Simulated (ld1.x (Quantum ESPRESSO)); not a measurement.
# Reading a pseudo-wave (iron)

Columns: radius, all-electron u(r) and pseudo u(r) of the 4s shell (level -5.31 eV) of iron in the configuration [Ar] 3d6 4s2 4p0; PBEsol, scalar-relativistic, TM semilocal scheme, ld1.x (Quantum ESPRESSO) 7.5.

```csv
r (bohr),all-electron,pseudo
0.117,-0.1037,-0.0234
0.234,-0.1308,-0.0467
0.351,0.0543,-0.0697
0.468,0.2117,-0.0923
0.585,0.2724,-0.1148
0.702,0.2483,-0.1376
0.819,0.1703,-0.1619
0.936,0.0657,-0.1891
1.053,-0.0467,-0.2214
1.170,-0.1557,-0.2605
1.287,-0.2552,-0.3077
1.404,-0.3422,-0.3624
1.521,-0.4160,-0.4209
1.638,-0.4768,-0.4773
1.755,-0.5255,-0.5255
1.872,-0.5633,-0.5633
1.989,-0.5915,-0.5915
2.106,-0.6111,-0.6111
2.223,-0.6234,-0.6234
2.340,-0.6293,-0.6293
2.457,-0.6298,-0.6298
2.574,-0.6257,-0.6257
2.691,-0.6177,-0.6177
2.808,-0.6065,-0.6065
2.925,-0.5927,-0.5927
3.042,-0.5768,-0.5768
```

Task: How many radial nodes do the two functions have?

Result: The all-electron 4s function has n − l − 1 = 3 (the table is too coarse to show those close to the nucleus); the pseudo-wave has 0, since the states of the same l below it are removed with the core.

Task: At about which radius was the pseudo-wave matched?

Result: 1.80 bohr, where the columns begin to agree (steps of 0.12 bohr).

Task: Is the pseudo-wave norm-conserving?

Result: Yes: the TM semilocal scheme keeps the norm inside the radius equal to the all-electron one, which fixes the energy derivative of the logarithmic derivative at the level.
